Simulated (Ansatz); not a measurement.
Born–Oppenheimer molecular dynamics of H6O4Si2 (12 atoms, charge 0, multiplicity 1). It goes on from the last frame of an earlier run, with new velocities.

Computed with Ansatz, RKS PBE/6-31G.

* ensemble: NVT, Langevin thermostat
* time step: 0.5 fs
* steps asked: 150
* set temperature: 1000 K
* friction: 0.05 /fs
* seed: 150621

First frame:

```xyz
12
Properties=species:S:1:pos:R:3
Si -0.272 -0.320 -0.070
O -0.298 -0.491 1.670
Si -1.442 -0.440 2.889
H -2.739 -0.841 2.476
H -1.076 -1.271 4.051
H -1.374 0.908 3.380
O 1.324 0.252 -0.531
H 2.158 -0.201 -0.328
O -1.337 0.874 -0.673
H -0.929 1.753 -0.513
O -0.716 -1.751 -0.718
H -0.126 -2.400 -1.157
```

(1) What does the run give?

(2) What happens to the structure?

(3) How do temperature and energy run in time?

## Answers

(1) All steps were run.

| Quantity | Value |
| --- | --- |
| steps done | 150 |
| time covered | 75 fs |
| mean temperature over the second half | 808 K |
| spread of the potential energy over the second half | 22.5 meV per atom |
| mean potential energy of the second half above the start | 9.3 meV per atom |

The mean temperature of the second half is 19 % below the set value. A run of 0.075 ps of so small a system gives no equilibrium averages. Limits of this set-up: no polarisation functions.

(2) The same pairs are bonded in the first frame and the last. Pairs count as bonded within 1.25 times the sum of covalent radii (0.12 Å more for H–H). The details hang on the random start.

(3) 
```
time (fs)  T (K)  potential energy less start (eV)
        0    917                             0.000
      3.5    954                             0.062
        7    472                             0.521
     10.5    817                             0.153
       14    835                             0.083
     17.5    949                             0.046
       21    759                            -0.219
     24.5    711                             0.083
       28    587                             0.046
     31.5    557                             0.099
       35    517                             0.218
     38.5    807                            -0.197
       42    699                            -0.215
     45.5    642                            -0.035
       49    753                            -0.140
     52.5    947                            -0.138
       56    718                             0.416
     59.5    511                             0.540
       63    717                             0.288
     66.5    850                             0.570
       70   1422                            -0.092
     73.5    783                             0.210
```

The run took 7.9 min on 1 thread of Arm Neoverse V2, with other jobs on the host, peak memory 0.12 GiB.
